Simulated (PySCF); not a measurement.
**Running PySCF for TeCl**

Input:

```python
from pyscf import gto, scf, mp

mol = gto.M(
    atom='Te 0 0 0; Cl 0 0 2.29',
    basis='sbkjc',
    ecp={'Te': 'sbkjc', 'Cl': 'sbkjc'},
    charge=0,
    spin=1,
    verbose=4,
)
mf = scf.UHF(mol)
mf.kernel()
mp.MP2(mf).kernel()
mf.dip_moment()
print('orbital energies (hartree):', [e[max(0, n-3):n+3].round(4) for e, n in zip(mf.mo_energy, mol.nelec)])
```

```bash
$ OMP_NUM_THREADS=1 python input.py
```

It prints (some set-up lines and the per-cycle HOMO/LUMO lines with their warnings removed):

```
PySCF version 2.14.0

[INPUT] Symbol           X                Y                Z      unit          X                Y                Z       unit  Magmom
[INPUT]  1 Te     0.000000000000   0.000000000000   0.000000000000 AA    0.000000000000   0.000000000000   0.000000000000 Bohr   0.0
[INPUT]  2 Cl     0.000000000000   0.000000000000   2.290000000000 AA    0.000000000000   0.000000000000   4.327472825254 Bohr   0.0

nuclear repulsion = 9.70543356272489
number of shells = 8
number of NR pGTOs = 36
number of NR cGTOs = 16
basis = sbkjc
ecp = {'Te': 'sbkjc', 'Cl': 'sbkjc'}

******** <class 'pyscf.scf.uhf.UHF'> ********
method = UHF
initial guess = minao
damping factor = 0
level_shift factor = 0
DIIS = <class 'pyscf.scf.diis.CDIIS'>
SCF conv_tol = 1e-09
SCF max_cycles = 50
number electrons alpha = 7  beta = 6
init E= -21.5270085776304

cycle= 1 E= -22.4713769496188  delta_E= -0.944  |g|= 0.195  |ddm|= 2.17
cycle= 2 E= -22.5117861860776  delta_E= -0.0404  |g|= 0.0892  |ddm|= 0.437
cycle= 3 E= -22.5185585754884  delta_E= -0.00677  |g|= 0.0212  |ddm|= 0.134
cycle= 4 E= -22.520113211976  delta_E= -0.00155  |g|= 0.00907  |ddm|= 0.0706
cycle= 5 E= -22.5204742494169  delta_E= -0.000361  |g|= 0.00336  |ddm|= 0.0377
cycle= 6 E= -22.5205180121962  delta_E= -4.38e-05  |g|= 0.00126  |ddm|= 0.0148
cycle= 7 E= -22.5205254393882  delta_E= -7.43e-06  |g|= 0.000733  |ddm|= 0.00608
cycle= 8 E= -22.5205292166005  delta_E= -3.78e-06  |g|= 0.000228  |ddm|= 0.00636
cycle= 9 E= -22.5205295297944  delta_E= -3.13e-07  |g|= 5.08e-05  |ddm|= 0.00215
cycle= 10 E= -22.5205295365414  delta_E= -6.75e-09  |g|= 9.15e-06  |ddm|= 0.000275
cycle= 11 E= -22.5205295367272  delta_E= -1.86e-10  |g|= 1.67e-06  |ddm|= 3.82e-05
Extra cycle  E= -22.5205295367313  delta_E= -4.16e-12  |g|= 7.29e-07  |ddm|= 3.83e-06
converged SCF energy = -22.5205295367313  <S^2> = 0.75385038  2S+1 = 2.0038467

******** <class 'pyscf.mp.ump2.UMP2'> ********
nocc = (np.int64(7), np.int64(6)), nmo = (16, 16)
E(UMP2) = -22.570352662695  E_corr = -0.049823125963661
E(SCS-UMP2) = -22.5714536305433  E_corr = -0.0509240938119329
E_corr(same-spin) = -0.0102272969359157
E_corr(oppo-spin) = -0.0395958290277453
Dipole moment(X, Y, Z, Debye): -0.00000,  0.00000, -2.98006
orbital energies (hartree): [array([-0.4948, -0.3867, -0.3473,  0.0115,  0.2557,  0.2767]), array([-0.4869, -0.4738, -0.3237, -0.0407,  0.029 ,  0.2856])]
```

In short: E(SCF) = -22.520530 Eh, 11 cycles, E(MP2) − E(SCF) = -0.04982 Eh, ⟨S²⟩ = 0.754, μz(SCF) = -2.98 D.

Hardware: Arm Neoverse V2, 1 thread, shared host. Wall time 0.64 s, peak memory 0.11 GiB.

The bond length is a typed value, not an optimised one. No search for the lowest solution was made.
